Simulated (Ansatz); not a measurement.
One change: `C[NH][Hf]([F])([NH]C)[NH]C` becomes `C[NH][Hf]([NH]C)([NH]C)[NH]C`.

Ansatz, PBE0-D4/def2-TZVP geometries, multiplicity 1. Each molecule was computed in one conformer, which needn't be the lowest.

Elements past krypton have def2 core potentials.

```
                                          property  `C[NH][Hf]([F])([NH]C)[NH]C`
               LUMO energy (B3LYP/def2-TZVPP) / eV                         -0.13
                LUMO energy (PBE0/def2-TZVPP) / eV                          0.15
    size of the dipole moment (PBE/def2-TZVPP) / D                          2.23
             LUMO energy (ωB97M-V/def2-TZVPP) / eV                          1.33
                 HOMO energy (PBE/def2-TZVPP) / eV                         -5.10
size of the dipole moment (ωB97M-V/def2-TZVPP) / D                          2.19
```

(1) What does the change do to each property? (Best estimate.)

Answers

(1) Computed: 
| property | `C[NH][Hf]([NH]C)([NH]C)[NH]C` | shift |
| --- | --- | --- |
| LUMO energy (B3LYP/def2-TZVPP) / eV | 0.04 | 0.17 |
| LUMO energy (PBE0/def2-TZVPP) / eV | 0.30 | 0.15 |
| size of the dipole moment (PBE/def2-TZVPP) / D | 0.37 | -1.86 |
| LUMO energy (ωB97M-V/def2-TZVPP) / eV | 1.51 | 0.18 |
| HOMO energy (PBE/def2-TZVPP) / eV | -4.74 | 0.36 |
| size of the dipole moment (ωB97M-V/def2-TZVPP) / D | 0.38 | -1.81 |

With PBE0 the HOMO rises by 0.37 eV and the LUMO rises by 0.15 eV, so the gap narrows by about 0.22 eV. PBE moves the HOMO by 0.36 eV and ωB97M-V by 0.36 eV. Dipoles are sizes alone; their direction can turn.

Positive LUMOs are unbound, so they and the gaps depend on the basis.

B3LYP here is the variant with VWN-RPA as its local correlation; programs differ in this.
